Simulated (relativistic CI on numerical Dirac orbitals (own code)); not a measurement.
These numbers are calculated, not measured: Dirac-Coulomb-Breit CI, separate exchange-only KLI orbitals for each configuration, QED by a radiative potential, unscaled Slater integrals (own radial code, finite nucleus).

The strongest absorption lines from the ground level of an ion, among the configurations computed and to levels below about 319 eV (vacuum wavelength in nm, gf): 5.4950 (0.14), 5.5269 (0.015), 6.2659 (0.25), 6.3573 (0.68), 6.4250 (0.021), 7.7388 (0.23), 7.8783 (0.15), 14.291 (3.5).

(1) Which ion is it?
A. Ni8+
B. Zn12+
C. Ni12+
D. Ni10+

Results:

(1) D. Ni10+ has 18 electrons and the ground level 3s2.3p6 1S_0; the strongest line goes to 3s2.3p5.3d 1P°_1. The pattern of lines fixes the number of electrons, and along that sequence the line energies rise steadily with the charge (about as its square where n changes within one kind of shell, about linearly where n is kept but much faster in heavy ions where fine structure, which grows about as Z⁴, sets the gap, and irregularly where shells cross), which fixes Z. Configurations outside the model, such as inner-shell arrays, can give stronger lines. At this charge energies of transitions that change n are usually good to better than 1 %, and those within a shell (Δn = 0) to a few per cent.

LS names give the leading component of a level, which can be under half, so a name can repeat, a term be missing and a line seem to break the LS rules.
